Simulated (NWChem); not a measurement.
All runs are NWChem calculations. System: C2H5F, charge 0, spin multiplicity 1, displaced from the optimised geometry. Level: RHF/cc-pVDZ, spin-restricted.

Input file:

```
start mol
memory heap 200 mb stack 900 mb global 1100 mb
geometry units angstroms nocenter noautoz noautosym
  C     -1.177100     0.266809     0.000000
  C      0.318768     0.447774     0.000000
  F      0.948222    -0.773853     0.000000
  H     -2.063289     1.976943     0.000000
  H     -1.501669    -0.290655    -0.891199
  H     -1.501669    -0.290655     0.891199
  H      0.651412     1.007229     0.892239
  H      0.651412     1.007229    -0.892239
end
basis spherical
  * library cc-pvdz
end
scf
  rhf
  nopen 0
  maxiter 100
  thresh 1e-7
  semidirect memsize 60000000 filesize 0
end
task scf energy
```

Output (cleaned and shortened):

```
             Northwest Computational Chemistry Package (NWChem) 7.3.0
             --------------------------------------------------------

                                NWChem Input Module
                                -------------------

 Scaling coordinates for geometry "geometry" by  1.889725989
 (inverse scale =  0.529177249)

                             Geometry "geometry" -> ""
                             -------------------------

 Output coordinates in angstroms (scale by  1.889725989 to convert to a.u.)

  No.       Tag          Charge          X              Y              Z
 ---- ---------------- ---------- -------------- -------------- --------------
    1 C                    6.0000    -1.17710000     0.26680900     0.00000000
    2 C                    6.0000     0.31876800     0.44777400     0.00000000
    3 F                    9.0000     0.94822200    -0.77385300     0.00000000
    4 H                    1.0000    -2.06328900     1.97694300     0.00000000
    5 H                    1.0000    -1.50166900    -0.29065500    -0.89119900
    6 H                    1.0000    -1.50166900    -0.29065500     0.89119900
    7 H                    1.0000     0.65141200     1.00722900     0.89223900
    8 H                    1.0000     0.65141200     1.00722900    -0.89223900

 Effective nuclear repulsion energy (a.u.)      77.3018940166

            Nuclear Dipole moment (a.u.)
            ----------------------------
        X                 Y               Z
 ---------------- ---------------- ----------------
    -0.7177122613     1.3850028537     0.0000000000


 Summary of "ao basis" -> "" (spherical)
 ------------------------------------------------------------------------------
       Tag                 Description            Shells   Functions and Types
 ---------------- ------------------------------  ------  ---------------------
 *                          cc-pvdz                   on all atoms

 Summary of "ao basis" -> "ao basis" (spherical)
 ------------------------------------------------------------------------------
       Tag                 Description            Shells   Functions and Types
 ---------------- ------------------------------  ------  ---------------------
 C                          cc-pvdz                  6       14   3s2p1d
 F                          cc-pvdz                  6       14   3s2p1d
 H                          cc-pvdz                  3        5   2s1p

                                 NWChem SCF Module
                                 -----------------

  ao basis        = "ao basis"
  functions       =    67
  atoms           =     8
  closed shells   =    13
  open shells     =     0
  charge          =   0.00
  wavefunction    = RHF
  use symmetry    = F
  symmetry adapt  = F

 Summary of "ao basis" -> "ao basis" (spherical)
 ------------------------------------------------------------------------------
       Tag                 Description            Shells   Functions and Types
 ---------------- ------------------------------  ------  ---------------------
 C                          cc-pvdz                  6       14   3s2p1d
 F                          cc-pvdz                  6       14   3s2p1d
 H                          cc-pvdz                  3        5   2s1p

 Forming initial guess at       0.1s

      Superposition of Atomic Density Guess
      -------------------------------------

 Sum of atomic energies:        -177.21255341

      Non-variational initial energy
      ------------------------------

 Total energy =    -178.290787
 1-e energy   =    -395.705567
 2-e energy   =     140.112886
 HOMO         =      -0.327707
 LUMO         =      -0.053718

 Starting SCF solution at       1.0s

 ----------------------------------------------
         Quadratically convergent ROHF

 Convergence threshold     :          1.000E-07
 Maximum no. of iterations :          100
 Final Fock-matrix accuracy:          1.000E-09
 ----------------------------------------------

              iter       energy          gnorm     gmax       time
             ----- ------------------- --------- --------- --------
                 1     -177.9036808291  7.98D-01  1.68D-01      1.0
                 2     -177.9450374968  3.89D-01  8.41D-02      1.1
                 3     -177.9532445360  1.78D-02  6.19D-03      1.2
                 4     -177.9532853669  1.13D-04  3.21D-05      1.3
                 5     -177.9532853684  6.54D-09  2.35D-09      1.6

       Final RHF  results
       ------------------

         Total SCF energy =   -177.953285368449
      One-electron energy =   -397.495270563938
      Two-electron energy =    142.240091178877
 Nuclear repulsion energy =     77.301894016612

        Time for solution =      0.7s

             Final eigenvalues
             -----------------

              1
    1  -26.2867
    2  -11.3260
    3  -11.3088
    4   -1.6011
    5   -1.0349
    6   -0.8566
    7   -0.7130
    8   -0.6925
    9   -0.6655
   10   -0.5955
   11   -0.5248
   12   -0.5021
   13   -0.4000
   14    0.0724
   15    0.1964
   16    0.2208
   17    0.2284
   18    0.2762
   19    0.3296
   20    0.3932
   21    0.5784
   22    0.5896
   23    0.6582

                       ROHF Final Molecular Orbital Analysis
                       -------------------------------------

 Vector   11  Occ=2.000000D+00  E=-5.248180D-01
              MO Center= -5.6D-02,  1.5D-01,  1.7D-14, r^2= 2.0D+00
   Bfn.  Coefficient  Atom+Function         Bfn.  Coefficient  Atom+Function
  ----- ------------  ---------------      ----- ------------  ---------------
     4      0.327806  1 C  px                18     -0.321874  2 C  px
    32      0.291813  3 F  px                35      0.228498  3 F  px
    33      0.180513  3 F  py                58     -0.166884  7 H  s
    63     -0.166884  8 H  s                 19     -0.159609  2 C  py
     5      0.150691  1 C  py

 Vector   12  Occ=2.000000D+00  E=-5.021290D-01
              MO Center=  8.8D-02,  3.2D-01, -3.6D-14, r^2= 2.3D+00
   Bfn.  Coefficient  Atom+Function         Bfn.  Coefficient  Atom+Function
  ----- ------------  ---------------      ----- ------------  ---------------
    20      0.339576  2 C  pz                34     -0.293755  3 F  pz
    58      0.280703  7 H  s                 63     -0.280703  8 H  s
    37     -0.227871  3 F  pz                 6     -0.222593  1 C  pz
    48      0.184512  5 H  s                 53     -0.184512  6 H  s

 Vector   13  Occ=2.000000D+00  E=-3.999636D-01
              MO Center= -1.6D+00,  1.2D+00, -6.9D-15, r^2= 1.9D+00
   Bfn.  Coefficient  Atom+Function         Bfn.  Coefficient  Atom+Function
  ----- ------------  ---------------      ----- ------------  ---------------
    44      0.356104  4 H  s                 43      0.334277  4 H  s
     5      0.289165  1 C  py                 8      0.249512  1 C  py

 Vector   14  Occ=0.000000D+00  E= 7.235107D-02
              MO Center= -1.6D+00,  1.2D+00,  3.3D-14, r^2= 2.9D+00
   Bfn.  Coefficient  Atom+Function         Bfn.  Coefficient  Atom+Function
  ----- ------------  ---------------      ----- ------------  ---------------
    44      0.759159  4 H  s                  3     -0.481791  1 C  s
     8     -0.443075  1 C  py                 7      0.334275  1 C  px
     5     -0.320571  1 C  py                43      0.253702  4 H  s
     4      0.187930  1 C  px                17     -0.156955  2 C  s

 Vector   15  Occ=0.000000D+00  E= 1.963996D-01
              MO Center= -3.1D-01,  5.2D-01,  1.4D-12, r^2= 5.6D+00
   Bfn.  Coefficient  Atom+Function         Bfn.  Coefficient  Atom+Function
  ----- ------------  ---------------      ----- ------------  ---------------
    17      1.460669  2 C  s                  3      1.143450  1 C  s
    59     -0.987277  7 H  s                 64     -0.987277  8 H  s
    49     -0.855766  5 H  s                 54     -0.855766  6 H  s
     8     -0.622204  1 C  py                22      0.543163  2 C  py
    21      0.312798  2 C  px                 7     -0.259810  1 C  px

 Vector   16  Occ=0.000000D+00  E= 2.208454D-01
              MO Center= -5.8D-01,  2.4D-01,  1.9D-12, r^2= 6.4D+00
   Bfn.  Coefficient  Atom+Function         Bfn.  Coefficient  Atom+Function
  ----- ------------  ---------------      ----- ------------  ---------------
     3      1.712169  1 C  s                 17     -1.513045  2 C  s
    49     -1.104099  5 H  s                 54     -1.104099  6 H  s
    59      0.969971  7 H  s                 64      0.969971  8 H  s
     8     -0.426443  1 C  py                22     -0.387398  2 C  py

 center of mass
 --------------
 x =   0.15426458 y =  -0.10582845 z =   0.00000000

 moments of inertia (a.u.)
 ------------------
          85.156944586267          63.156648479017           0.000000000000
          63.156648479017         169.641925400118           0.000000000000
           0.000000000000           0.000000000000         231.904485392671

  Mulliken analysis of the total density
  --------------------------------------

    Atom       Charge   Shell Charges
 -----------   ------   -------------------------------------------------------
    1 C    6     6.15   2.00  0.66  0.54  1.85  1.03  0.06
    2 C    6     5.70   2.00  0.67  0.35  1.92  0.61  0.14
    3 F    9     9.34   2.00  0.89  1.03  3.32  2.09  0.01
    4 H    1     1.06   0.49  0.57  0.01
    5 H    1     0.92   0.74  0.15  0.03
    6 H    1     0.92   0.74  0.15  0.03
    7 H    1     0.96   0.77  0.16  0.03
    8 H    1     0.96   0.77  0.16  0.03

       Multipole analysis of the density wrt the origin
       ------------------------------------------------

     L   x y z        total         open         nuclear
     -   - - -        -----         ----         -------
     0   0 0 0      0.000000      0.000000     26.000000

     1   1 0 0     -0.143980      0.000000     -0.717712
     1   0 1 0      0.235094      0.000000      1.385003
     1   0 0 1      0.000000      0.000000      0.000000

     2   2 0 0    -16.256411      0.000000     95.101177
     2   1 1 0      2.519415      0.000000    -34.017375
     2   1 0 1      0.000000      0.000000      0.000000
     2   0 2 0    -15.528782      0.000000     46.873978
     2   0 1 1      0.000000      0.000000      0.000000
     2   0 0 2    -13.842290      0.000000     11.358313

 Task  times  cpu:        1.6s     wall:        1.6s

 Total times  cpu:        1.7s     wall:        1.7s
```
